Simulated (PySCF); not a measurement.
# Unknown compound

The spectra below were simulated for a compound C$_{7}$H$_{6}$FN.

¹H NMR (400 MHz, computed): δ 7.39 (m, 1H), 6.22 (m, 1H), 6.10 (m, 1H), 5.61 (m, 1H), 5.54 (m, 1H), 5.31 (m, 1H).

¹³C{¹H} NMR (computed): δ 171.4, 158.1, 141.4, 134.3, 121.5, 107.6, 102.2.

All values are calculated (PySCF): PBE0/pcSseg-1 with gauge-including orbitals, geometry from GFN2-xTB. One computed conformer, relativity neglected, isolated molecule.

References, each an isolated molecule treated in the same way: TMS for ¹H (σ = 31.72 ppm) and ¹³C (σ = 186.93 ppm).

Which of these isomers gave the spectra?
A. C=C1C[C@H](C#N)/C1=C\F
B. C=C/C(=C\C#N)C(=C)F
C. C=Cc1cncc(F)c1
D. C=C1/C(=C\F)C[C@@H]1C#N

Answers

B. 

1. The formula gives 5 degrees of unsaturation (no ring in the answer).
2. 7 carbon signals for 7 carbons: no two carbons are equivalent.
3. Carbon types of the structure: 3 × C, 2 × CH, 2 × CH2, which accounts for all hydrogens.
4. δC 171.4, 158.1: fully substituted alkene carbon.
5. δC 141.4, 102.2: alkene CH; an sp2 carbon of a C=C bond.
6. δC 134.3, 107.6: terminal =CH2 carbon; as expected for a trigonal carbon in a double bond.
7. δC 121.5: nitrile carbon; typical of a nitrile.
8. δH 6.22, 6.10, 5.54, 5.31: hydrogen on a terminal =CH2 carbon; a vinylic proton, deshielded by the sp2 carbon and the C=C anisotropy.

The others: C=C1C[C@H](C#N)/C1=C\F has carbons computed at 156.4, 147.3, 126.0, 124.2, 113.9, 36.2, 22.7; C=Cc1cncc(F)c1 has carbons computed at 169.8, 151.8, 143.9, 140.4, 138.3, 122.6, 121.8, with a different DEPT pattern; C=C1/C(=C\F)C[C@@H]1C#N has carbons computed at 155.7, 145.7, 125.1, 124.6, 123.3, 29.8, 26.6.

Splittings by ¹⁹F in the carbon and heteronuclear signals aren't shown, as no couplings were computed. Shifts are as computed. Against solution values, carbons near 30 ppm lie about +3 ppm off and those near 130 ppm about +5 ppm. Of 1211 compounds with measured shifts, 218 miss one by over three times the rms of a fit or turn the order of signals round; such compounds aren't used in these exercises. No couplings were computed; multiplicities are counted from neighbouring protons, with m where these are inequivalent, close in shift, in a saturated or five-membered ring or joined by F or P, and br s for small geminal =CH2 splittings.
